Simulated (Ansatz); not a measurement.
Calculated with Ansatz (gas phase, PBE0-D4/def2-TZVP geometries, no zero-point term in ΔE). CBS: MP2 limit from def2 TZ/QZ plus the TZ coupled-cluster correction, frozen cores. Each species was taken in one conformer, which may not be the lowest.

Consider the redistribution: `C[SiH](Cl)N[SiH2]Cl` + `BO[SiH](F)C=C` → `C=C[SiH](Cl)N[SiH2]Cl` + `BO[SiH](C)F`.

| species | SCS-MP2/def2-TZVPP energy (Eh) |
| --- | --- |
| `C[SiH](Cl)N[SiH2]Cl` | -1594.54625 |
| `BO[SiH](F)C=C` | -568.43721 |
| `C=C[SiH](Cl)N[SiH2]Cl` | -1632.53491 |
| `BO[SiH](C)F` | -530.44903 |

Problem. Work out ΔE.

Solution. ΔE = (-1632.53491) + (-530.44903) − (-1594.54625) − (-568.43721) = -0.00048 Eh = -1.3 kJ/mol. CCSD(T)/CBS gives -0.3 kJ/mol.

Largest T1 diagnostic among the species: 0.013.
